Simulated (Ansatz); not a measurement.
Two structures of GaN2H4Cl, closed shell, reached by relaxing down either side of one saddle point (PBE0-D4/def2-TZVP). Energies are electronic, without zero-point energy. Computed with Ansatz 0.2.0 (basis: def2-TZVPP and def2-QZVPP); correlated methods freeze the cores. Filled d shells of the heavier atoms are correlated. The def2 sets are not built for correlating such inner shells, so the correlated values are less sure here. Extrapolation: Hartree–Fock as exp(−7.88 √X), correlation as X^−2.97. First:

```json
{"atom": "Ga1", "x (Å)": "-0.0954", "y (Å)": "0.2985", "z (Å)": "0.3377"}
{"atom": "N2", "x (Å)": "1.4586", "y (Å)": "0.5331", "z (Å)": "-0.5550"}
{"atom": "N3", "x (Å)": "-1.3083", "y (Å)": "-1.0040", "z (Å)": "0.0226"}
{"atom": "H4", "x (Å)": "-1.0778", "y (Å)": "-1.8279", "z (Å)": "-0.5068"}
{"atom": "Cl5", "x (Å)": "-0.5393", "y (Å)": "1.6889", "z (Å)": "1.9092"}
{"atom": "H6", "x (Å)": "1.6298", "y (Å)": "0.1003", "z (Å)": "-1.4468"}
{"atom": "H7", "x (Å)": "1.9654", "y (Å)": "1.3968", "z (Å)": "-0.4574"}
{"atom": "H8", "x (Å)": "-2.0329", "y (Å)": "-1.1858", "z (Å)": "0.6965"}
```

Second:

```xyz
8
angstrom
Ga -0.6987 0.2979 0.6375
N 0.9787 0.1172 -0.6090
N -1.3510 -1.2666 0.2540
H 0.7788 -0.8158 -0.9666
Cl -0.3891 2.2554 1.4648
H 1.0257 0.7732 -1.3802
H 1.8771 0.1155 -0.1398
H -2.2215 -1.4770 0.7393
```

Which bonds change from the first to the second?

GaN₂H₄Cl ([NH2][Ga]([NH2])[Cl]) → GaNHCl ([NH][Ga][Cl]) + NH₃ (still joined by a long Ga–N bond); bonds formed: N2–H4; bonds broken: N3–H4; bonds weakened to dative contacts: Ga1–N2.

Give the saddle point's structure and its height above each. (An estimate is asked for; the value comes from the calculation.)

The calculation gives: 2.399 eV above the first and 0.571 eV above the second (CCSD(T) at an estimated basis limit (MP2 extrapolated from triple and quadruple zeta, plus CCSD(T) − MP2 in triple zeta)).
```tsv
atom	x (Å)	y (Å)	z (Å)
Ga1	-0.5274	0.5545	0.6561
N2	0.9525	0.0894	-0.6057
N3	-1.0350	-1.0531	0.1510
H4	0.1376	-0.8659	-0.5534
Cl5	-0.6021	2.4020	1.6886
H6	1.0299	0.5693	-1.4928
H7	1.8826	-0.0893	-0.2507
H8	-1.8379	-1.6070	0.4069
```

The T1 diagnostic stays at or below 0.018.

Labels in which every atom is bracketed show which atoms are joined, not bond orders.

For scale, one of the runs: CCSD(T)/def2-TZVPP, 208 basis functions, launched by `ansatz run in.yaml --threads 4 --pin off --events-out ev --progress --plain --max-ram 9574MiB`. The run took 89 s on 4 CPU threads of an Arm Neoverse V1 (shared host), with 2.8 GiB of host memory at its peak.
